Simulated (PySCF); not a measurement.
O4Pt, charge +2, multiplicity 1. Atoms are numbered in the order given.

```xyz
5

Pt     0.0000     0.0000     0.0000
O      0.9944     0.9944     0.9944
O     -0.9944     0.9944    -0.9944
O     -0.9944    -0.9944     0.9944
O      0.9944    -0.9944    -0.9944
```
Charge +2, spin multiplicity 1.

Geometry optimised at B3LYP-D3(BJ)/def2-SVP. The multiplicity is an assumed one; other spin states were not compared. The def2 effective core potentials stand for the cores of Pt; spin–orbit coupling is left out.

Computed with PBE0/def2-TZVP (PySCF).

Atomic charges (e):

| atom | Löwdin | Mulliken |
|---|---|---|
| Pt1 | 1.63 | 1.67 |
| O2 | 0.09 | 0.08 |
| O3 | 0.09 | 0.08 |
| O4 | 0.09 | 0.08 |
| O5 | 0.09 | 0.08 |
